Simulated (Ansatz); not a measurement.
Input file:

```yaml
crystal:
  periodic: [false, false, false]
  atoms:
    - { symbol: F, position_ang: [-1.0193, -2.3538, 0.9063] }
    - { symbol: B, position_ang: [-0.4465, -1.0965, 0.4266] }
    - { symbol: Al, position_ang: [1.3526, 0.0647, 0.0981] }
    - { symbol: Si, position_ang: [-0.5475, 0.7137, -0.382] }
    - { symbol: H, position_ang: [2.9687, 0.2671, 0.1673] }
    - { symbol: H, position_ang: [-1.2585, 1.6843, 0.5284] }
    - { symbol: H, position_ang: [-0.9883, 0.6525, -1.7903] }
basis:
  gaussian: { orbitals: cc-pVDZ }
hamiltonian:
  xc: hf
relax:
  f_tol: 0.02
  max_steps: 40
```

Launched with:

```bash
$ ansatz run input.yaml --threads 1 --pin off --max-ram 2048MiB --backend cpu --events-out ev --progress --plain --runs-dir out
```

Hardware: 1 thread of Intel(R) Xeon(R) 6975P-C (Granite Rapids), on a shared host.

Task: Roughly how long does this run take, and how much memory?

Result: 29 s, with a peak of 0.16 GiB, for 25 ionic steps.
